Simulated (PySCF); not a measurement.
Species: C₇H₁₄N₂Si.
Structure used (GFN2-xTB), in Å, numbered top down from 1:
```xyz
24
C7H14N2Si angstrom
C     -2.5027   -0.8885   -0.9211
C     -1.6357   -1.1091    0.3197
C     -0.4330   -0.2249    0.3051
C     -0.3187    1.0682    0.8802
C     -1.3469    1.8081    1.6595
N      0.8710    1.5738    0.6485
N      1.5582    0.6566   -0.0686
Si     3.1863    1.0524   -0.5709
C      0.7866   -0.4443   -0.2923
C      1.3034   -1.6071   -1.0578
H     -2.8201    0.1500   -0.9826
H     -3.3879   -1.5199   -0.8848
H     -1.9430   -1.1267   -1.8228
H     -1.3251   -2.1564    0.3626
H     -2.2251   -0.8963    1.2140
H     -1.6184    1.2492    2.5548
H     -2.2469    1.9540    1.0637
H     -0.9501    2.7760    1.9517
H      4.0747   -0.0011   -0.0704
H      3.2137    1.0590   -2.0373
H      3.4353    2.3539    0.0210
H      2.1996   -2.0079   -0.5844
H      1.5630   -1.3098   -2.0737
H      0.5501   -2.3892   -1.1037
```

Definitions: NICS(0) = −σiso at the ring centroid; NICS(1) = −σiso and NICS(1)zz = −σzz at ±1 Å along the ring normal z. Level: GIAO PBE0/pcSseg-1 (PySCF, non-relativistic, gas phase) on the GFN2-xTB geometry, one conformer.

Ring bond lengths (Å), with Mayer bond orders in brackets: C3–C4 1.420 (1.25), C4–N6 1.313 (1.56), N6–N7 1.352 (1.17), N7–C9 1.363 (0.96), C9–C3 1.376 (1.40).

Question: Give the NICS values of each ring in ppm.

Answer: 
```
          ring                                                 type  NICS(0)  NICS(1), two faces  NICS(1)zz, two faces  rms pucker (Å)  centre to ring atoms, mean (Å)
C3–C4–N6–N7–C9  5-membered ring with 2 N; formal bonds all aromatic    -11.4       -11.2 / -11.2         -26.5 / -27.1            0.00                            1.16
```

Question: What can be read from them?

Answer: 
- C3–C4–N6–N7–C9: mean NICS(1)zz -26.8 ppm, shielded. The ring is flat and has no four-coordinate atom; by the NICS criterion it is aromatic.

Question: What does the geometric index give? Use HOMA with the parameters of Krygowski (1993).

Answer: 
- C3–C4–N6–N7–C9: HOMA 0.87; the largest term is that of C3–C4, α(R − Ropt)² = 0.26. The geometric and the magnetic index point the same way.

Question: What are the shieldings of the ring atoms and their hydrogens in the same run (means over atoms taken as equivalent)?

Answer: 
| atoms | environment | σ isotropic (ppm) |
| --- | --- | --- |
| C3 | substituted aromatic carbon | 60.0 |
| C4 | substituted aromatic carbon | 32.6 |
| N6 | pyridine-type nitrogen | -84.6 |
| N7 | pyrrole-type nitrogen | 55.3 |
| C9 | substituted aromatic carbon | 40.7 |
